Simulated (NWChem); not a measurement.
System: Si$_{2}$H$_{3}$Cl$_{2}$F; SMILES F[SiH2][SiH](Cl)Cl

```xyz
8

Si     0.3988    -1.7556    -0.4607
F     -0.5442    -2.8606     0.2548
Si    -0.0062     0.3576     0.4847
Cl     1.3276     1.6769    -0.4206
Cl    -1.9565     0.9747     0.1255
H      0.0950    -1.7115    -1.9129
H      1.8221    -2.1174    -0.2323
H      0.2121     0.4591     1.9465
```
Atoms are numbered in this order, from 1.

Results from NWChem. Structure relaxed at the B3LYP/6-31G* (spherical d) level. Level: PBE/def2-SVP with SMD (1 M gas to 1 M solution), gas-phase geometry. Reactions with the solvent are ignored.

For solvent water:

```
Property                                     Value
-------------------------------------------  -----
solvation free energy (kcal/mol)               1.2
cavity-dispersion-structure term (kcal/mol)    3.2
```

Problem. How do the values read with solvent N,N-dimethylformamide instead?

Solution. 
| Property | Result |
|---|---|
| solvation free energy (kcal/mol) | -2.7 |
| cavity-dispersion-structure term (kcal/mol) | -0.7 |
